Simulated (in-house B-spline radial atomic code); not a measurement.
**Ionising Pb⁴⁴⁺ with different functionals**

Computed with a radial B-spline atomic code at the basis-set limit: scalar-relativistic (spin-free X2C) Hamiltonian, Fermi nucleus of rms radius 5.5012 fm, spin-polarised at highest spin, spherical fractional occupations for the functionals. The ionisation energy is the difference of two self-consistent energies, [Kr] 4d2 → [Kr] 4d1, without Breit or QED terms; ε is the level of the shell that loses the electron (its least bound occupied spin orbital). There is no spin-orbit coupling in this Hamiltonian.

Hybrids are left out here: with spherical fractional occupations of an open shell their exact exchange keeps a self-interaction that integer-occupation calculations don't have.

```json
{"method": "OLYP", "rung": "GGA", "ΔSCF (eV)": "2217.7", "-ε(4d) (eV)": "2186.4"}
{"method": "BLYP", "rung": "GGA", "ΔSCF (eV)": "?", "-ε(4d) (eV)": "?"}
{"method": "TPSS", "rung": "meta-GGA", "ΔSCF (eV)": "2213.7", "-ε(4d) (eV)": "2182.5"}
{"method": "SCAN", "rung": "meta-GGA", "ΔSCF (eV)": "?", "-ε(4d) (eV)": "?"}
```

(1) What does BLYP give?

(2) What does SCAN give?

(3) How do they compare with the NIST value?

Results:

(1) ΔSCF 2214.0 eV, and -ε(4d) = 2182.7 eV.

(2) ΔSCF 2213.4 eV, and -ε(4d) = 2182.7 eV.

(3) NIST lists 2230 eV ± 4 (tabulated theory, ground level to ground level). Errors run from -16.6 to -12.3 eV. The correlated functionals all miss on the same side by more than they spread, so the cause is common to them (spin-orbit coupling, Breit-QED terms, multiplet and fine-structure energies, or a listed next ion that isn't the cheapest removal here) and closeness doesn't rank the functionals.
